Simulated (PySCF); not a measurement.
CH10N2Si2, singlet, at a GFN2-xTB geometry; PBE/6-31G, polarisability (PySCF).

Here is a job for PySCF.
```python
from pyscf import gto, scf, dft
from pyscf.prop import polarizability

mol = gto.M(
    atom='''
Si    1.601033   -0.473586   -0.128580
N     2.931324    0.611421    0.065932
C     0.033334    0.578311    0.018151
Si   -1.586656   -0.415638    0.001002
N    -3.036296    0.503546    0.211740
H     1.743942   -1.431066    0.969172
H     1.578496   -1.201054   -1.410691
H     3.863044    0.229931    0.082508
H     2.932054    1.477600   -0.448718
H     0.014931    1.307238   -0.794132
H     0.092126    1.159171    0.939485
H    -1.596048   -1.367874    1.112404
H    -1.759034   -1.062406   -1.301487
H    -3.324773    1.130993   -0.521295
H    -3.211212    0.931974    1.106234
''',
    basis='6-31g',
    charge=0,
    spin=0,
    verbose=4,
)

mf = dft.RKS(mol)
mf.xc = 'pbe'
mf.kernel()
alpha = mf.Polarizability().polarizability()[2, 2]
print('alpha_zz =', alpha)
```

Write the output that PySCF gives for this input, abridged.


```
site-packages/pyscf/prop/efg/rhf.py:45: UserWarning: Module EFG is under testing
  warnings.warn('Module EFG is under testing')
site-packages/pyscf/prop/efg/dhf.py:30: UserWarning: Module EFG is under testing
  warnings.warn('Module EFG is under testing')
site-packages/pyscf/prop/zfs/uhf.py:40: UserWarning: Module ZFS is under testing
  warnings.warn('Module ZFS is under testing')
site-packages/pyscf/prop/gtensor/uhf.py:43: UserWarning: Module g-tensor is under testing
  warnings.warn('Module g-tensor is under testing')
site-packages/pyscf/prop/gtensor/uks.py:41: UserWarning: Module g-tensor is under testing
  warnings.warn('Module g-tensor is under testing')
site-packages/pyscf/prop/hfc/uks.py:35: UserWarning: Module HFC is under testing
  warnings.warn('Module HFC is under testing')
site-packages/pyscf/prop/magnetizability/rhf.py:39: UserWarning: Module magnetizability is under testing
  warnings.warn('Module magnetizability is under testing')
site-packages/pyscf/prop/magnetizability/uhf.py:37: UserWarning: Module magnetizability is under testing
  warnings.warn('Module magnetizability is under testing')
site-packages/pyscf/prop/magnetizability/rks.py:37: UserWarning: Module magnetizability is under testing
  warnings.warn('Module magnetizability is under testing')
site-packages/pyscf/prop/magnetizability/uks.py:39: UserWarning: Module magnetizability is under testing
  warnings.warn('Module magnetizability is under testing')
site-packages/pyscf/prop/polarizability/uhf.py:34: UserWarning: Module polarizability is under testing
  warnings.warn('Module polarizability is under testing')
site-packages/pyscf/prop/polarizability/rks.py:29: UserWarning: Module polarizability is under testing
  warnings.warn('Module polarizability is under testing')
site-packages/pyscf/prop/polarizability/uks.py:29: UserWarning: Module polarizability is under testing
  warnings.warn('Module polarizability is under testing')
PySCF version 2.14.0

[INPUT] verbose = 4
[INPUT] num. atoms = 15
[INPUT] num. electrons = 58
[INPUT] charge = 0
[INPUT] spin (= nelec alpha-beta = 2S) = 0
[INPUT] symmetry False subgroup None
[INPUT] Mole.unit = angstrom
[INPUT] Symbol           X                Y                Z      unit          X                Y                Z       unit  Magmom
[INPUT]  1 Si     1.601033000000  -0.473586000000  -0.128580000000 AA    3.025513886391  -0.894947836428  -0.242980985097 Bohr   0.0
[INPUT]  2 N      2.931324000000   0.611421000000   0.065932000000 AA    5.539399542365   1.155418236808   0.124593422845 Bohr   0.0
[INPUT]  3 C      0.033334000000   0.578311000000   0.018151000000 AA    0.062992130636   1.092849404823   0.034300418887 Bohr   0.0
[INPUT]  4 Si    -1.586656000000  -0.415638000000   0.001002000000 AA   -2.998345293898  -0.785441986962   0.001893505577 Bohr   0.0
[INPUT]  5 N     -3.036296000000   0.503546000000   0.211740000000 AA   -5.737767873112   0.951564031120   0.400130609615 Bohr   0.0
[INPUT]  6 H      1.743942000000  -1.431066000000   0.969172000000 AA    3.295572757126  -2.704322806177   1.831469647597 Bohr   0.0
[INPUT]  7 H      1.578496000000  -1.201054000000  -1.410691000000 AA    2.982925128721  -2.269663120813  -2.665819636389 Bohr   0.0
[INPUT]  8 H      3.863044000000   0.229931000000   0.082508000000 AA    7.300095167144   0.434506617547   0.155917523086 Bohr   0.0
[INPUT]  9 H      2.932054000000   1.477600000000  -0.448718000000 AA    5.540779042435   2.792259321657  -0.847954127163 Bohr   0.0
[INPUT] 10 H      0.014931000000   1.307238000000  -0.794132000000 AA    0.028215500766   2.470321799624  -1.500691986753 Bohr   0.0
[INPUT] 11 H      0.092126000000   1.159171000000   0.939485000000 AA    0.174092908952   2.190515721538   1.775369348137 Bohr   0.0
[INPUT] 12 H     -1.596048000000  -1.367874000000   1.112404000000 AA   -3.016093601660  -2.584907232913   2.102138899871 Bohr   0.0
[INPUT] 13 H     -1.759034000000  -1.062406000000  -1.301487000000 AA   -3.324092503798  -2.007656373095  -2.459453984682 Bohr   0.0
[INPUT] 14 H     -3.324773000000   1.130993000000  -0.521295000000 AA   -6.282910396349   2.137267018800  -0.985104780105 Bohr   0.0
[INPUT] 15 H     -3.211212000000   0.931974000000   1.106234000000 AA   -6.068311207917   1.761175615215   2.090479289682 Bohr   0.0

nuclear repulsion = 290.632907443172
number of shells = 49
number of NR pGTOs = 198
number of NR cGTOs = 73
basis = 6-31g
ecp = {}

******** <class 'pyscf.dft.rks.RKS'> ********
method = RKS
initial guess = minao
damping factor = 0
level_shift factor = 0
DIIS = <class 'pyscf.scf.diis.CDIIS'>
diis_start_cycle = 1
diis_space = 8
diis_damp = 0
SCF conv_tol = 1e-09
SCF conv_tol_grad = None
SCF max_cycles = 50
direct_scf = True
direct_scf_tol = 1e-13
XC library pyscf.dft.libxc version 7.1.2
    S. Lehtola, C. Steigemann, M. J. T. Oliveira, and M. A. L. Marques,  SoftwareX 7, 1–5 (2018)
XC functionals = pbe
    J. P. Perdew, K. Burke, and M. Ernzerhof,  Phys. Rev. Lett. 77, 3865 (1996)
    J. P. Perdew, K. Burke, and M. Ernzerhof,  Phys. Rev. Lett. 78, 1396 (1997)
    J. P. Perdew, K. Burke, and M. Ernzerhof,  Phys. Rev. Lett. 77, 3865 (1996)
    J. P. Perdew, K. Burke, and M. Ernzerhof,  Phys. Rev. Lett. 78, 1396 (1997)
radial grids:
    Treutler-Ahlrichs [JCP 102, 346 (1995); DOI:10.1063/1.469408] (M4) radial grids

becke partition: Becke, JCP 88, 2547 (1988); DOI:10.1063/1.454033
pruning grids: <function nwchem_prune>
grids dens level: 3
symmetrized grids: False
atomic radii adjust function: <function treutler_atomic_radii_adjust>
small_rho_cutoff = 0
Set gradient conv threshold to 3.16228e-05
Initial guess from minao.
tot grids = 178368
init E= -732.166694623265
  HOMO = -0.296989656325925  LUMO = -0.0366629709198754  gap/eV = 7.08385
cycle= 1 E= -731.837888543218  delta_E= 0.329  |g|= 0.812  |ddm|=  3.4
  HOMO = -0.068158753242398  LUMO = 0.0390756527098417  gap/eV = 2.91800
cycle= 2 E= -731.463846974507  delta_E= 0.374  |g|= 1.45  |ddm|= 2.45
  HOMO = -0.197065769634081  LUMO = 0.00466405801494485  gap/eV = 5.48935
cycle= 3 E= -731.990021937685  delta_E= -0.526  |g|= 0.131  |ddm|= 1.86
  HOMO = -0.187936184770756  LUMO = 0.00470167684792488  gap/eV = 5.24194
cycle= 4 E= -731.993968017426  delta_E= -0.00395  |g|= 0.0682  |ddm|= 0.237
  HOMO = -0.188045225029882  LUMO = 0.00505238107505468  gap/eV = 5.25445
cycle= 5 E= -731.995165485624  delta_E= -0.0012  |g|= 0.0109  |ddm|= 0.0879
  HOMO = -0.188210670570584  LUMO = 0.0051171085963746  gap/eV = 5.26072
cycle= 6 E= -731.995213162242  delta_E= -4.77e-05  |g|= 0.0039  |ddm|= 0.0258
  HOMO = -0.188255164706227  LUMO = 0.00515617207984653  gap/eV = 5.26299
cycle= 7 E= -731.995216671732  delta_E= -3.51e-06  |g|= 0.000955  |ddm|= 0.00501
  HOMO = -0.188252138167176  LUMO = 0.00516969516109578  gap/eV = 5.26328
cycle= 8 E= -731.995216913302  delta_E= -2.42e-07  |g|= 0.00011  |ddm|= 0.00133
  HOMO = -0.188262898766294  LUMO = 0.00515821953750173  gap/eV = 5.26326
cycle= 9 E= -731.99521691694  delta_E= -3.64e-09  |g|= 3.28e-05  |ddm|= 0.000224
  HOMO = -0.188263733087779  LUMO = 0.00515931793405011  gap/eV = 5.26331
cycle= 10 E= -731.995216917369  delta_E= -4.29e-10  |g|= 3.64e-06  |ddm|= 6.39e-05
  HOMO = -0.188264749484428  LUMO = 0.00515899024052024  gap/eV = 5.26333
Extra cycle  E= -731.99521691737  delta_E= -6.82e-13  |g|= 5.35e-06  |ddm|= 1.41e-05
converged SCF energy = -731.99521691737
Isotropic polarizability 67.5791494079
Polarizability anisotropy 23.6122924452
alpha_zz = 58.308365188473005
```
